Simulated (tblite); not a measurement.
Input of a run (GFN2-xTB geometry optimisation, gas phase (tblite 0.8.0)), started from a force field or distance geometry:
```
{"job": {"kind": "relax", "xc": "GFN2-xTB", "basis": "xTB"}, "charge": 0, "multiplicity": 2}
C     -2.311600     0.064100     0.495700
C     -1.005300    -0.066700    -0.264400
C     -0.252400    -1.335000     0.197600
C      1.036100    -1.273800     0.235500
C      2.219800    -0.435000     0.095700
Si     1.377400     1.243900    -0.446800
O     -0.251500     1.154700    -0.025300
H     -2.144300     0.187400     1.577600
H     -2.849800     0.961000     0.166600
H     -2.972200    -0.802100     0.341300
H     -1.215000    -0.145200    -1.331400
H     -0.795300    -2.277500     0.268000
H      2.750500    -0.290800     1.040800
H      2.904500    -0.778600    -0.697100
H      1.475200     1.407800    -1.916500
H      2.026000     2.394700     0.251300
```

Output (eV, eV/Å):
```
step      E/eV     max force
  0    -572.00607    1.797
  1    -572.14932    1.161
  2    -572.25127    1.008
  3    -572.28471    0.557
  4    -572.30410    0.423
  5    -572.31646    0.324
  6    -572.32488    0.303
  7    -572.33729    0.388
  8    -572.34722    0.376
  9    -572.35480    0.218
 10    -572.36028    0.200
 11    -572.36543    0.196
 12    -572.36967    0.156
 13    -572.37225    0.094
 14    -572.37373    0.098
 15    -572.37515    0.094
 16    -572.37697    0.105
 17    -572.37874    0.104
 18    -572.37998    0.084
 19    -572.38083    0.091
 20    -572.38168    0.098
 21    -572.38276    0.118
 22    -572.38394    0.085
 23    -572.38500    0.084
 24    -572.38603    0.091
 25    -572.38735    0.165
 26    -572.38903    0.198
 27    -572.39070    0.153
 28    -572.39191    0.079
 29    -572.39274    0.071
 30    -572.39356    0.088
 31    -572.39452    0.106
 32    -572.39541    0.072
 33    -572.39611    0.056
 34    -572.39669    0.064
 35    -572.39723    0.068
 36    -572.39773    0.053
 37    -572.39809    0.046
 38    -572.39837    0.046
 39    -572.39872    0.060
 40    -572.39919    0.069
 41    -572.39967    0.051
 42    -572.40001    0.048
 43    -572.40024    0.042
 44    -572.40049    0.051
 45    -572.40080    0.053
 46    -572.40108    0.036
 47    -572.40125    0.034
 48    -572.40137    0.033
 49    -572.40152    0.039
 50    -572.40172    0.040
 51    -572.40196    0.032
 52    -572.40216    0.034
 53    -572.40231    0.037
 54    -572.40250    0.035
 55    -572.40280    0.035
 56    -572.40311    0.040
 57    -572.40342    0.052
 58    -572.40382    0.060
 59    -572.40441    0.082
 60    -572.40501    0.113
 61    -572.38748    0.419
 62    -572.40628    0.069
 63    -572.40693    0.059
 64    -572.41077    0.124
 65    -572.41213    0.076
 66    -572.41450    0.082
 67    -572.41658    0.103
 68    -572.41864    0.109
 69    -572.42002    0.114
 70    -572.42215    0.122
 71    -572.42339    0.103
 72    -572.42496    0.083
 73    -572.42637    0.073
 74    -572.42706    0.070
 75    -572.42772    0.076
 76    -572.42861    0.085
 77    -572.42918    0.072
 78    -572.42966    0.040
 79    -572.42993    0.034
 80    -572.43014    0.031
 81    -572.43031    0.045
 82    -572.43047    0.038
 83    -572.43063    0.037
 84    -572.43083    0.039
 85    -572.43112    0.054
 86    -572.43153    0.069
 87    -572.43199    0.063
 88    -572.43243    0.051
 89    -572.43282    0.047
 90    -572.43318    0.046
 91    -572.43353    0.041
 92    -572.43383    0.037
 93    -572.43414    0.035
 94    -572.43452    0.046
 95    -572.43502    0.060
 96    -572.43555    0.058
 97    -572.43602    0.048
 98    -572.43642    0.046
 99    -572.43680    0.059
100    -572.43720    0.058
101    -572.43759    0.044
102    -572.43786    0.029
103    -572.43803    0.027
104    -572.43817    0.025
105    -572.43828    0.022
106    -572.43837    0.026
107    -572.43844    0.028
108    -572.43852    0.024
109    -572.43860    0.019
110    -572.43868    0.016
111    -572.43874    0.018
112    -572.43880    0.021
113    -572.43888    0.024
114    -572.43898    0.021
115    -572.43910    0.026
116    -572.43920    0.021
117    -572.43929    0.022
118    -572.43938    0.022
119    -572.43948    0.024
120    -572.43961    0.026
121    -572.43976    0.025
122    -572.43990    0.032
123    -572.44004    0.029
124    -572.44021    0.024
125    -572.44037    0.027
126    -572.44047    0.020
127    -572.44053    0.011
128    -572.44055    0.007
```

Q: Summarise the run.

A: The energy falls by 0.434 eV over 128 L-BFGS steps, the largest force on an atom goes from 1.80 to 0.007 eV/Å, and the atoms move by 0.544 Å rms after alignment. The bond that changes most is Si6–O7 (ends: silicon bonded to C, O and 2 H; oxygen bonded to C and Si), which shortens by 0.068 Å. Bonds longer at the end by more than 0.005 Å: 3 of 16; shorter: 12. Among the angles that change most is C3–C4–C5, from 146.7° to 136.2°. Among the dihedrals that turn most is C3–C2–O7–Si6, from 47° to -34°. The energy rose by more than 1e-5 eV at step 61. The first step brought 33 % of the lowering.

Q: What are the final bond lengths?

A: C1–C2 1.527 Å, C2–C3 1.532 Å, C3=C4 1.296 Å, C4–C5 1.444 Å, C5–Si6 1.941 Å, Si6–O7 1.617 Å, C2–O7 1.399 Å, C1–H8 1.088 Å, C1–H9 1.088 Å, C1–H10 1.087 Å, C2–H11 1.099 Å, C3–H12 1.081 Å, C5–H13 1.091 Å, C5–H14 1.091 Å, Si6–H15 1.454 Å, Si6–H16 1.466 Å. Numbering counts from 1 in the input's order; the species is `C[C@@H]1C=[C]C[SiH2]O1` [radical].

Its GFN2-xTB frequencies are all real (lowest 71 cm⁻¹).

One conformer stands for the species.

The numbers are calculated, not measured.
